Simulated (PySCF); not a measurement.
A series of related molecules

The calculation used TDDFT CAM-B3LYP/aug-cc-pVDZ excited states, vertical, gas phase in PySCF 2.14.0. Geometry: PBE0-D3(BJ)/def2-SVP.

Each molecule in one low-energy conformer.

The calculation is non-relativistic, which matters for the atoms heavier than Zn.

Task: How does the largest two-photon cross section among the few lowest singlets (linear parallel light, single beam, Lorentzian half width 0.1 eV, states within 0.08 eV summed) change along this series?
- Brc1ccc(Br)cc1 (H on C replaced by Br)
- Fc1ccc(Br)cc1 (H on C replaced by F)
- C#Cc1ccc(Br)cc1 (H on C replaced by ethynyl)
- N#Cc1ccc(Br)cc1 (H on C replaced by CN)

Result: 
| molecule | S1 (eV) | f(S1) | largest σ (GM) | at photon λ (nm) |
| --- | --- | --- | --- | --- |
| Brc1ccc(Br)cc1 | 5.05 | 0.004 | 1.7 | 392 |
| Fc1ccc(Br)cc1 | 5.13 | 0.017 | 0.6 | 369 |
| C#Cc1ccc(Br)cc1 | 4.99 | 0.000 | 2.2 | 404 |
| N#Cc1ccc(Br)cc1 | 5.09 | 0.001 | 1.9 | 468 |

The largest two-photon cross section among the few lowest singlets (linear parallel light, single beam, Lorentzian half width 0.1 eV, states within 0.08 eV summed) is lowest for Fc1ccc(Br)cc1 and highest for C#Cc1ccc(Br)cc1.
